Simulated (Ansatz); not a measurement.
Frontier orbitals of `F[Si](F)(F)Br`.

Z-matrix (Å, degrees):
```
Si
F 1 1.567
F 1 1.567 2 108.3
Br 1 2.163 2 110.6 3 -121.3
F 1 1.567 2 108.3 3 117.4
```

Total charge 0; spin multiplicity 1. Correlated methods include outer-core shells of Br, which these sets cover unevenly. Scalar relativity is left out up to krypton. The geometry is a stationary point of PBE0-D4/def2-TZVP. Basis def2-TZVPP, the Gaussian-basis code of Ansatz.

```csv
functional,HOMO (eV),LUMO (eV),gap (eV)
PBE,-8.21,-1.06,7.15
revPBE,-8.15,-0.91,7.24
PBE0,-9.60,-0.03,9.57
B3LYP,-9.30,-0.35,8.95
BHLYP,-10.79,0.97,11.76
CAM-B3LYP,-10.95,0.99,11.94
LC-ωPBE,-12.37,2.37,14.74
ωB97M-V,-11.84,1.94,13.78
```

A quarter of exact exchange (PBE0) shifts PBE's HOMO by −1.38 eV and its LUMO by +1.03 eV; full exchange at long range (ωB97M-V) shifts them by −3.62 and +3.00 eV. The gap opens from 7.16 to 13.78 eV, since occupied levels lose self-interaction and empty ones feel all the electrons. A positive LUMO is unbound and depends on the basis.

B3LYP here is the variant with VWN-RPA as its local correlation; programs differ in this. LC-ωPBE has ω = 0.4 bohr⁻¹.
